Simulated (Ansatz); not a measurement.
NH₆Se (charge +1), singlet: a pair in one relaxed arrangement.

Input (in.yaml):

```yaml
crystal:
  periodic: [false, false, false]
  atoms:
    - {symbol: N, position_ang: [-0.084895, 0.010171, -1.326199]}
    - {symbol: H, position_ang: [-0.058533, 0.159578, -0.271642]}
    - {symbol: H, position_ang: [0.842051, -0.257102, -1.660018]}
    - {symbol: H, position_ang: [-0.372184, 0.875147, -1.786422]}
    - {symbol: H, position_ang: [-0.750728, -0.729522, -1.553359]}
    - {symbol: Se, position_ang: [-0.033109, 0.600538, 1.973417]}
    - {symbol: H, position_ang: [-0.789840, -0.593181, 2.375189]}
    - {symbol: H, position_ang: [1.247238, -0.065629, 2.249035]}
basis:
  gaussian: {orbitals: def2-SVP}
total_charge: 1
hamiltonian: {xc: pbe, dispersion: d4}
```

Run by:

```bash
ansatz run in.yaml --threads 4 --pin off --events-out ev --progress --plain --max-ram 9574MiB
```

What Ansatz 0.2.0 printed:

```
Functional definition: PBE
  name "PBE"
  cite "Perdew, Burke & Ernzerhof, Phys. Rev. Lett. 77, 3865 (1996) doi:10.1103/PhysRevLett.77.3865"
  parent pbe
  parameter kappa = 0.804
  parameter beta = 0.06672455060314922
  exchange = pbe_x(kappa = kappa, mu = beta*pi^2/3)
  correlation = pbe_c(beta = beta)
866 factors; their error is unknown
mean field evaluation 1: about -66899.8290 eV, gradient 7.2e1 eV
mean field evaluation 2: about -66887.8151 eV, gradient 9.8e1 eV
mean field evaluation 4: about -66909.9174 eV, gradient 4.7e0 eV
mean field evaluation 8: about -66909.9709 eV, gradient 6.6e-2 eV
mean field evaluation 16: about -66909.8573 eV, gradient 7.4e-5 eV
mean field -66909.85730777 eV, -2458.8919029305 hartree, gradient 7.4e-5 eV, S^2 0.000000; 0 other end points of the search recorded, 0 dependent functions left out
reference -66909.85733864 eV, -2458.8919040648 hartree; 23, 23 occupied and 53, 53 virtual orbitals, 866 factors
Total energy: -66909.92297389 eV, -2458.8943161156 hartree
```

The lines “mean field evaluation” count trial sets of orbitals through the whole run, from several starts and some on an approximate energy, so they need not fall steadily or lie above the final value.

The run took about 0.2 s on 4 CPU threads of an AMD EPYC 9R45 (shared host).
